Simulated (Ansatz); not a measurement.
The cluster Ca₄O₃, relaxed as a singlet with RKS r2SCAN-D4/def2-SVP in Ansatz, starting from the GFN2-xTB geometry. Force threshold 0.02 eV/Å.

The restricted singlet is unstable towards broken spin symmetry in Hartree–Fock (as tested in another run); at r2SCAN-D4/def2-SVP this wasn't settled. The structure comes from a short search, and lower isomers may exist.

Start:

```xyz
7

Ca    1.391   -1.386    0.876
Ca    0.894    1.609   -0.182
Ca   -0.481   -0.705   -1.649
Ca   -1.830    0.427    1.045
O    -0.319   -0.699    1.456
O     1.398   -0.312   -0.835
O    -1.055    1.065   -0.710
```

Q: Estimate the energy that the relaxation releases and the steps that it takes.

A: 1.59 eV, in 9 steps; 38 s on 4 threads of Arm Neoverse V2 on a shared host. No frequencies were taken in this run, so the end may be a saddle point.

Q: Does the start keep its bonding and symmetry?

A: Bonds formed: Ca2–O5 (atoms count from 1). Point group Cs at the start, C3v at the end, both within 0.05 Å.

Q: Predict the relaxed structure.

A: 
Cartesian coordinates in Å:
```
Ca 1.109 -1.602 0.867
Ca 0.798 1.412 0.084
Ca -0.422 -0.566 -2.013
Ca -1.871 0.073 1.021
O 0.152 0.114 1.700
O 1.392 -0.432 -0.896
O -1.158 1.001 -0.764
```
Bond lengths (bridged metal pairs left out): 9 × Ca–O 2.13 to 2.17 Å.
